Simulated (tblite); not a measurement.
Species: C₆H₈O.
SMILES with atom numbers: `[CH3:1][CH:2]=[C:3]=[CH:4][C:5]([CH3:6])=[O:7]` (hydrogens: H8, H9, H10 on C1; H11 on C2; H12 on C4; H13, H14, H15 on C6)

Computed with GFN2-xTB (tblite), gas phase: Langevin dynamics at 400 K from the optimised GFN2-xTB geometry, time step 0.5 fs, friction 0.01 fs⁻¹, 2000 steps.

Start geometry:
```
atom  x, y, z in Å
C1      2.227   -0.614    1.027
C2      1.577   -0.324   -0.293
C3      0.605    0.514   -0.465
C4     -0.395    1.339   -0.620
C5     -1.814    0.947   -0.517
C6     -2.070   -0.497   -0.160
O7     -2.704    1.745   -0.697
H8      1.759   -0.043    1.824
H9      3.285   -0.360    0.983
H10     2.145   -1.677    1.254
H11     1.980   -0.859   -1.145
H12    -0.222    2.383   -0.846
H13    -1.521   -1.153   -0.831
H14    -1.722   -0.683    0.854
H15    -3.134   -0.710   -0.219
```

The statistics below take the 31 frames saved every 25 fs from 250 to 1000 fs; their kinetic temperature (all 3N coordinates) averages 461 K.

Problem. How do the bond lengths spread?

Solution. 
```csv
bond,start (Å),mean (Å),standard deviation (Å),shortest (Å),longest (Å)
C1–C2,1.499,1.505,0.046,1.425,1.621
C2=C3,1.294,1.299,0.021,1.256,1.340
C3=C4,1.305,1.308,0.024,1.258,1.346
C4–C5,1.476,1.484,0.052,1.399,1.673
C5–C6,1.509,1.518,0.040,1.438,1.581
C5=O7,1.209,1.210,0.020,1.169,1.261
C1–H8,1.087,1.095,0.038,1.028,1.153
C1–H9,1.089,1.092,0.028,1.040,1.155
C1–H10,1.089,1.094,0.023,1.054,1.153
C2–H11,1.083,1.088,0.024,1.055,1.148
C4–H12,1.083,1.087,0.036,1.005,1.184
C6–H13,1.087,1.098,0.032,1.046,1.156
C6–H14,1.088,1.091,0.040,1.018,1.191
C6–H15,1.087,1.096,0.038,1.027,1.176
```

Problem. Give the same statistics for bond angles, one of each kind among heavy atoms.

Solution. 
| angle | start (°) | mean (°) | standard deviation (°) | smallest (°) | largest (°) |
| --- | --- | --- | --- | --- | --- |
| C1–C2–C3 | 124.6 | 123.6 | 6.5 | 111.3 | 135.9 |
| C2–C3–C4 | 178.6 | 168.8 | 5.7 | 158.2 | 179.9 |
| C3–C4–C5 | 124.1 | 124.0 | 5.1 | 114.0 | 133.5 |
| C4–C5–C6 | 115.7 | 115.7 | 4.1 | 106.6 | 125.1 |
| C4–C5–O7 | 121.5 | 121.3 | 3.7 | 111.0 | 130.7 |
| C6–C5–O7 | 122.8 | 122.6 | 4.3 | 110.5 | 131.0 |

Problem. How far does each atom move about its mean position (frames aligned on the start, all atoms weighted alike), and what rms force does it feel?

Solution. 
| atom | rms displacement (Å) | rms force (eV/Å) |
| --- | --- | --- |
| C1 | 0.15 | 2.20 |
| C2 | 0.20 | 2.18 |
| C3 | 0.20 | 2.41 |
| C4 | 0.14 | 2.23 |
| C5 | 0.13 | 2.45 |
| C6 | 0.18 | 2.33 |
| O7 | 0.35 | 1.60 |
| H8 | 0.48 | 1.37 |
| H9 | 0.37 | 1.08 |
| H10 | 0.49 | 1.00 |
| H11 | 0.36 | 0.69 |
| H12 | 0.26 | 1.30 |
| H13 | 0.54 | 1.14 |
| H14 | 0.57 | 1.41 |
| H15 | 0.44 | 1.33 |

The displacements run from 0.13 to 0.57 Å, the largest at H14.

Problem. Follow the torsion C3–C4–C5–C6 through every second one of these frames.

Solution. 
```tsv
t (fs)	C3–C4–C5–C6 (°)
250	8
300	24
350	27
400	-8
450	5
500	1
550	-25
600	-42
650	-26
700	-26
750	-14
800	-15
850	-26
900	-33
950	-29
1000	-19
```

Largest departure from the start value over all these frames: C3–C4–C5–C6 50° (start 2°).

The run is classical and short, so these are rough statistics of one trajectory.

What follows is the cost of the whole dynamics run. Time: 7.2 s wall; peak memory 0.18 GiB. Hardware: one thread, Intel Xeon 6975P-C (x86_64), shared host.
